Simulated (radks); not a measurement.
Problem. Rh, 45 electrons, occupied as [Kr] 4d8 5s1. Calculated with a radial shooting solver on a logarithmic mesh with Libxc functionals: scalar-relativistic Kohn-Sham, PBE, spin-polarised, spherical densities, point nucleus; open shells are filled with parallel spins first (spin-orbit coupling, left out, can overturn this in heavy ions). Some entries of the table are withheld. Estimate them.

orbital,occ.,eigenvalue (Ry),r(max) (bohr)
1s up,1,-1693.317,0.02117
1s down,1,-1693.316,0.02117
2s up,1,-245.4895,0.1198
2s down,1,-245.4683,0.1198
2p up,3,-220.0010,0.09576
2p down,3,-219.9848,0.09576
3s up,1,-43.86227,0.3514
3s down,1,-43.85072,0.3515
3p up,3,-35.48437,0.3447
3p down,3,-35.47129,0.3447
3d up,5,-22.09261,0.2914
3d down,5,-22.07279,0.2915
4s up,1,-6.09823,0.8820
4s down,1,-6.00403,0.8808
4p up,3,-3.74370,(1)
4p down,3,-3.64318,(2)
4d up,5,(3),1.148
4d down,3,(4),1.144
5s up,1,-0.34998,(5)
5s down,0,-0.26036,(6)

Solution. 
(1) 4p up r(max) (bohr): 0.9451
(2) 4p down r(max) (bohr): 0.9436
(3) 4d up eigenvalue (Ry): -0.47921
(4) 4d down eigenvalue (Ry): -0.36863
(5) 5s up r(max) (bohr): 2.626
(6) 5s down r(max) (bohr): 2.682
